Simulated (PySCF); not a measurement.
# Radial density of P⁺ (phosphorus, charge +1)

TPSS, [Ne] 3s2 3p1 4s1, high-spin 3P determinant (an excited configuration). All numbers are calculated (PySCF 2.14, scalar relativity by spin-free X2C-1e, in aug-cc-pVQZ-DK).

```tsv
r (bohr)	4πr²ρ (e/bohr)	4πr²(ρα − ρβ)
0.00163	0.08375	0.0000
0.00275	0.2195	0.0001
0.00462	0.5663	0.0002
0.00777	1.414	0.0005
0.0131	3.330	0.0012
0.0220	7.089	0.0025
0.0370	12.67	0.0050
0.0622	16.96	0.0100
0.105	14.80	0.0263
0.176	10.70	0.0775
0.296	14.71	0.1331
0.498	13.46	0.0434
0.838	3.924	0.0955
1.41	2.137	0.6241
2.37	1.091	0.4685
3.99	0.3254	0.2999
6.71	0.07517	0.0751
11.3	0.0005080	0.0005
```

Densities and radii are taken from the X2C orbitals without a picture-change correction, which distorts them close to the nucleus.

⟨L²⟩ = 3.73 against 2 for a pure P term, so this real determinant mixes terms. The outer electron is Rydberg-like, and this basis confines it to a smaller radius and binds it less than a complete one would. The s, p, d and f populations moved away from the nominal configuration during the SCF.
